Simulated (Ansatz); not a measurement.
`CC(F)[SiH3]` → `CCF` + `[SiH2]` at 600 K and 1 bar (silylene formation by 1,1-elimination).

Program: Ansatz. Geometries: PBE0-D4/def2-TZVP. ΔE: electronic, gas phase. CCSD(T)/CBS is the MP2 limit (def2-TZVPP, def2-QZVPP) plus CCSD(T) − MP2 in def2-TZVPP, frozen cores. This one scheme is used for every species.

```csv
species,CCSD(T)/CBS energy (Eh),H − E (kJ/mol),S (J/(mol·K))
`CC(F)[SiH3]`,-469.17172,272.7,404.3
`CCF`,-178.90141,214.6,316.1
`[SiH2]`,-290.19011,52.1,233.9
```

H − E and S are ideal-gas, rigid-rotor, harmonic terms from PBE0-D4/def2-TZVP, for one conformer and one mirror image of each species. 1 Eh = 2625.50 kJ/mol, R = 8.31446 J/(mol·K).

**Question.** By hand: ΔE, ΔH, ΔS and ΔG.

**Answer.** ΔE = (-178.90141) + (-290.19011) − (-469.17172) = 0.08020 Eh = 210.6 kJ/mol. Δ(H − E) = 214.6 + 52.1 − 272.7 = -6.0, so ΔH = 204.6 kJ/mol. ΔS = 316.1 + 233.9 − 404.3 = 145.7 J/(mol·K). ΔG = 204.6 − 600 × (145.7)/1000 = 117.2 kJ/mol.

**Question.** By hand: the equilibrium constant, and the temperature at which ΔG would vanish if ΔH and ΔS stayed fixed.

**Answer.** log₁₀ K = −ΔG/(RT ln 10) = -10.2. ΔG = 0 at ΔH/ΔS = 1404 K.

The number of gas molecules changes by +1, which sets the sign of ΔS. A doubt of 5 kJ/mol in ΔE shifts log₁₀ K by 0.4 here. Other conformers and mirror images would add mixing entropy, several J/(mol·K) or more a flexible species. These are equilibria of isolated gas molecules and say nothing of rates. Largest T1 diagnostic: 0.014 (customary marks: 0.02 for closed shells, 0.045 for open ones).
